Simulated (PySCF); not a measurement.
CH₂AlF₃O, singlet, at the geometry of the source list. Base run: DF-PBE/cc-pV(D+d)Z (PySCF).

The PySCF input:
```python
from pyscf import gto, scf, dft

mol = gto.Mole()
mol.atom = '''
    Al   -0.38110000    0.49170000    0.64370000
    C     0.20390000   -1.01940000   -0.60290000
    F    -1.11680000   -1.44940000   -0.63120000
    F     0.94660000   -2.13390000   -0.58450000
    F     0.40410000   -0.47000000   -1.83460000
    H    -1.78970000    0.26530000    1.13190000
    O     0.59970000    1.77130000    0.86990000
    H     1.13330000    2.54430000    1.00780000
'''
mol.basis = 'cc-pv(d+d)z'
mol.verbose = 4
mol.max_memory = 1800
mol.build()

mf = dft.RKS(mol)
mf.xc = 'pbe'
mf = mf.density_fit(auxbasis='def2-universal-jkfit')
mf.kernel()
```

All variants below ran on the same shared machine, one core each. Differences are taken from the largest basis of the cc-pV(X+d)Z family in the series, which isn't the basis-set limit (cc-pV(Q+d)Z: -656.197115 Eh). The cheapest run took roughly 10 core-seconds.

```csv
setting,basis functions,"cost, times the cheapest (rough)",difference in total energy (mEh)
cc-pV(D+d)Z,103,1,204.33
cc-pV(T+d)Z,217,2,44.53
cc-pV(Q+d)Z,399,5,reference
```

Times come from a shared machine, hold the start-up and are rough. Total energies converge more slowly with the basis than energy differences do.
